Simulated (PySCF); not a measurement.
# Dipole response of V (vanadium, neutral)

[Ar] 3d3 4s2, high-spin 4F determinant. Computed with PySCF 2.14 in aug-cc-pVTZ with one added diffuse shell each of s, p, d, f, g type (9s8p6d4f3g, 118 functions), with no relativity, point nucleus. Coupled (time-dependent) response in atomic units; α is the mean over directions.

```
 method  mean α (bohr³)  C₆ (like pair)  S(−4)
r2SCAN0           98.04            1102   5503
```

S(−4) is the Cauchy moment in α(ω) = α(0) + S(−4) ω² + …

Reference α: 87 ± 10 bohr³ (recommended; Schwerdtfeger and Nagle, table of static dipole polarizabilities (2023 update)). Published C₆: 832.0 (Chu and Dalgarno (2004); Tang, Norbeck and Certain (1976)).

α(iu) at r2SCAN0:

```
u (hartree)  α(iu) (bohr³)
          0          98.04
     0.0500          86.72
      0.100          66.35
      0.200          36.31
      0.300          21.90
      0.500          10.79
      0.750          6.150
       1.00          4.169
       1.50          2.421
       2.00          1.626
       3.00         0.8934
       5.00         0.3918
```

A single London oscillator, α(iu) = α/(1 + u²/ω²), gives C₆ = (3/4) ω α². Matching the computed C₆ needs ω = 4 × 1102 / (3 × 98.04²) = 0.153 hartree.
